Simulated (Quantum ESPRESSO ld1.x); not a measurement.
Results of a calculation; reference values are marked as such.
All-electron atom: Bi II in [Hg] 6p2. Code: ld1.x of Quantum ESPRESSO 7.5. Model: Dirac Kohn-Sham, rPW86 exchange with PBE correlation, spin-unpolarised, spherical densities, point nucleus; open shells are shared between the two j in proportion to 2j + 1.

Spin-orbit splittings of the eigenvalues, e(l+1/2) - e(l-1/2), with zeta = 2 splitting/(2l+1) and mean radii in bohr:

| shell | occ. | splitting (eV) | zeta (eV) | <r> j=l-1/2 | <r> j=l+1/2 |
|---|---|---|---|---|---|
| 2p | 6 | ? | ? | 0.05388 | 0.06292 |
| 3p | 6 | 519.8 | 346.5 | 0.1615 | 0.1779 |
| 3d | 10 | 110.1 | 44.03 | 0.1545 | 0.1595 |
| 4p | 6 | 127.8 | 85.22 | 0.3777 | 0.4121 |
| 4d | 10 | 23.85 | 9.538 | 0.4160 | 0.4270 |
| 4f | 14 | 5.482 | 1.566 | 0.4381 | 0.4442 |
| 5p | 6 | 24.45 | 16.30 | 0.8863 | 0.9752 |
| 5d | 10 | 2.981 | 1.192 | 1.209 | 1.252 |
| 6p | 2 | 2.256 | 1.504 | 2.583 | 2.899 |

Estimate the 2p splitting.

Answer. 2321 eV (zeta = 1547 eV).
